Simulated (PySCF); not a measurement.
Geometry:
```
atom   x (Å)   y (Å)   z (Å)
  C1  -0.477   1.422   0.252
  C2  -0.459  -0.033  -0.116
 Si3  -2.083  -0.792  -0.700
  C4   0.649  -0.802  -0.049
 Si5   2.354  -0.233   0.503
  H6  -1.184   1.610   1.077
  H7  -0.818   2.040  -0.596
  H8   0.511   1.798   0.564
  H9  -2.575  -0.088  -1.926
 H10  -3.137  -0.637   0.353
 H11  -1.886  -2.241  -1.000
 H12   0.558  -1.858  -0.336
 H13   2.858   0.902  -0.332
 H14   3.307  -1.375   0.372
 H15   2.349   0.222   1.929
```

Geometry: PBE0-D3(BJ)/def2-SVP; GIAO absolute shieldings from PySCF 2.14, gas phase, non-relativistic, averaged over equivalent atoms.

At LDA/pcSseg-1 (149 basis functions, 17 s wall time on 1 thread of an Arm Neoverse V1, shared host):
| atoms | σ (ppm) |
| --- | --- |
| C2 | 8.5 |
| C4 | 33.8 |
| C1 | 153.5 |
| Si3 | 382.6 |
| Si5 | 417.6 |
| H12 | 24.19 |
| H9/H10/H11 | 26.38 |
| H13/H14/H15 | 26.45 |
| H6/H7/H8 | 28.69 |

What do these become at KT2/pcSseg-1?

Answers


```json
{"atoms": "C2", "σ at KT2/pcSseg-1": "28.0", "change": "+19.5"}
{"atoms": "C4", "σ at KT2/pcSseg-1": "51.5", "change": "+17.7"}
{"atoms": "C1", "σ at KT2/pcSseg-1": "156.6", "change": "+3.1"}
{"atoms": "Si3", "σ at KT2/pcSseg-1": "423.3", "change": "+40.7"}
{"atoms": "Si5", "σ at KT2/pcSseg-1": "452.3", "change": "+34.7"}
{"atoms": "H12", "σ at KT2/pcSseg-1": "24.90", "change": "+0.71"}
{"atoms": "H9/H10/H11", "σ at KT2/pcSseg-1": "26.96", "change": "+0.58"}
{"atoms": "H13/H14/H15", "σ at KT2/pcSseg-1": "26.99", "change": "+0.54"}
{"atoms": "H6/H7/H8", "σ at KT2/pcSseg-1": "29.07", "change": "+0.38"}
```

The largest change is at Si3 (silicon bonded to C, 3 H). Cost: 149 basis functions, 20 s wall time on 1 thread of an Arm Neoverse V1, shared host. The order of the carbon signals is the same at both levels.
